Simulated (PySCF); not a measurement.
C4H6OSe, SMILES C=C1OC[C@H]1[SeH]. Atoms are numbered in the order given.

```xyz
12

C      2.4791     0.0547     0.0415
C      1.3648    -0.6648    -0.0521
O      1.1103    -1.9220     0.4244
C     -0.2572    -1.8642    -0.0132
C     -0.0144    -0.4769    -0.6290
Se    -0.9580     1.0716     0.0822
H      2.5097     1.0553    -0.3897
H      3.3597    -0.3429     0.5477
H     -0.4941    -2.6719    -0.7238
H     -0.9576    -1.8827     0.8357
H     -0.0446    -0.4438    -1.7265
H     -2.1167     0.9365    -0.8170
```

Coordinates come from a PBE0-D3(BJ)/def2-SVP optimisation. The structure was generated by enumeration; whether it is a known compound was not checked. The values are those of a single conformer.

Two levels are set side by side: PBE/pcSseg-1 (PySCF) and PBE0/pcSseg-1 (PySCF). GIAO shifts against H2O (¹⁷O), Me2Se (⁷⁷Se), TMS (¹H), TMS (¹³C) at the same level; non-relativistic, no solvent, atoms listed together averaged. Differences are taken from unrounded values.

```tsv
quantity	PBE
δ(¹³C) of C1 (ppm)	84.6
δ(¹³C) of C2 (ppm)	172.8
δ(¹⁷O) of O3 (ppm)	186.6
δ(¹³C) of C4 (ppm)	87.1
δ(¹³C) of C5 (ppm)	43.1
δ(⁷⁷Se) of Se6 (ppm)	-16.2
δ(¹H) of H11 (ppm)	4.77
δ(¹H) of H12 (ppm)	2.73
```

Task: These are the PBE values. What does PBE0 give? (Estimate from the structure and the level; the computed values follow.)

Result: 
| quantity | PBE0 | PBE minus PBE0 |
|---|---|---|
| δ(¹³C) of C1 (ppm) | 88.4 | -3.8 |
| δ(¹³C) of C2 (ppm) | 174.4 | -1.6 |
| δ(¹⁷O) of O3 (ppm) | 167.5 | 19.0 |
| δ(¹³C) of C4 (ppm) | 83.8 | 3.2 |
| δ(¹³C) of C5 (ppm) | 40.7 | 2.4 |
| δ(⁷⁷Se) of Se6 (ppm) | 16.3 | -32.4 |
| δ(¹H) of H11 (ppm) | 4.60 | 0.17 |
| δ(¹H) of H12 (ppm) | 2.79 | -0.06 |

Rough cost on one machine, each run with all the roots and properties that it gave: PBE0 against PBE within a factor of 2.
